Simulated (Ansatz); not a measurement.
`[CH3][V](=[NH])([F])[Cl]` + H–F → `[NH]=[V]([F])([F])[Cl]` + CH₄ at 400 K and 1 bar (ligand exchange at a V–C bond).

Program: Ansatz. Geometries: PBE0-D4/def2-TZVP. ΔE: electronic, gas phase. CBS: MP2 limit from def2 TZ/QZ plus the TZ coupled-cluster correction, frozen cores. This one scheme is used for every species. For V outer-core shells are correlated without core-valence functions, which leaves a few kJ/mol of doubt a bond. Scalar relativity is left out up to krypton. Each species was taken in one conformer, which may not be the lowest.

```tsv
species	CCSD(T)/CBS energy (Eh)	H − E (kJ/mol)	S (J/(mol·K))
`[CH3][V](=[NH])([F])[Cl]`	-1598.28252	174.1	394.9
H–F	-100.39570	36.5	182.2
`[NH]=[V]([F])([F])[Cl]`	-1658.26502	82.0	367.9
CH₄	-40.46206	131.3	197.2
```

H − E and S are ideal-gas, rigid-rotor, harmonic terms from PBE0-D4/def2-TZVP, for one conformer and one mirror image of each species. 1 Eh = 2625.50 kJ/mol, R = 8.31446 J/(mol·K).

Problem. By hand: ΔE, ΔH, ΔS and ΔG.

Solution. ΔE = (-1658.26502) + (-40.46206) − (-1598.28252) − (-100.39570) = -0.04886 Eh = -128.3 kJ/mol. Δ(H − E) = 82.0 + 131.3 − 174.1 − 36.5 = 2.7, so ΔH = -125.6 kJ/mol. ΔS = 367.9 + 197.2 − 394.9 − 182.2 = -12.0 J/(mol·K). ΔG = -125.6 − 400 × (-12.0)/1000 = -120.8 kJ/mol.

Problem. By hand: the equilibrium constant, and the temperature at which ΔG would vanish if ΔH and ΔS stayed fixed.

Solution. log₁₀ K = −ΔG/(RT ln 10) = 15.8. ΔG = 0 at ΔH/ΔS = 10467 K, far beyond where these terms or the molecules hold.

The number of gas molecules stays the same, so ΔS is small and ΔH decides. A doubt of 5 kJ/mol in ΔE shifts log₁₀ K by 0.7 here. Other conformers and mirror images would add mixing entropy, several J/(mol·K) or more a flexible species. These are equilibria of isolated gas molecules and say nothing of rates. Largest T1 diagnostic: 0.031 (customary marks: 0.02 for closed shells, 0.045 for open ones).
